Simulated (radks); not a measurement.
Results of a calculation; reference values are marked as such.
Spherical quantum dot in the effective-mass picture: electrons in a hard-walled sphere of radius 1.96, with a point charge +1 (a donor) at the centre, all in effective atomic units (hartree* = m*/eps^2 hartree, bohr* = eps/m* bohr), one dielectric constant everywhere. Level of theory: non-relativistic Kohn-Sham, PBE, spin-polarised, spherical densities (a radial shooting solver with Libxc functionals). Levels are named by radial order and angular momentum (1s, 1p, 1d, 2s, ...), and open shells are averaged over m. Results are scaled to m* = 0.063 and eps = 11.4, for which hartree* = 13.19 meV and bohr* = 9.576 nm. Each electron was tried in the lowest free levels, single moves between levels near the top were tried too, and the lowest total energy was kept; such a search can miss a lower state. At N = 1 the Hartree and exchange-correlation terms need not cancel, so that row can carry a self-interaction error.

N	open shells	2S	E (meV)	addition energy mu(N+1) - mu(N) (meV)	rms radius (nm)
1	1s(up 1, down 0)	1	-1.11587	13.08	8.821
2	none	0	10.8503	29.81	9.236
3	1p(up 1, down 0)	1	52.6252	8.612	10.17
4	1p(up 2, down 0)	2	103.012	8.968	10.64
5	1p(up 3, down 0)	3	162.366	11.91	10.95
6	1p(up 3, down 1)	2	233.631	8.411	11.18
7	1p(up 3, down 2)	1	313.307	8.720	11.37
8	none	0	401.703	29.17	11.52
9	1d(up 1, down 0)	1	519.265	8.335	11.73
10	1d(up 2, down 0)	2	645.162	8.408	11.90
11	1d(up 3, down 0)	3	779.466	8.447	12.04
12	1d(up 4, down 0)	4	922.217	8.469	12.16
13	1d(up 5, down 0)	5	1073.44	11.04	12.27
14	1d(up 5, down 1)	4	1235.69	8.199	12.37
15	1d(up 5, down 2)	3	1406.15	8.272	12.46
16	1d(up 5, down 3)	2	1584.87	8.315	12.54
17	1d(up 5, down 4)	1	1771.92	8.341	12.61
18	none	0	1967.30	21.08	12.68
19	2s(up 1, down 0)	1	2183.76	13.46	12.63
20	none	0	2413.68	14.91	12.58
21	1f(up 1, down 0)	1	2658.51	8.110	12.66
22	1f(up 2, down 0)	2	2911.45	8.125	12.73
23	1f(up 3, down 0)	3	3172.52	8.136	12.80
24	1f(up 4, down 0)	4	3441.72	8.144	12.87
25	1f(up 5, down 0)	5	3719.07	8.149	12.93
26	1f(up 6, down 0)	6	4004.57	-	12.98

All shells are closed at N = 2, 8, 18, 20 (there: 1s2 1p6 1d10 2s2); the second difference of the energy has clear peaks (12 % above both neighbours; the first and last values, which can be the largest, are not judged, and half-filled shells can peak too) at N = 2, 5, 8, 13, 18.
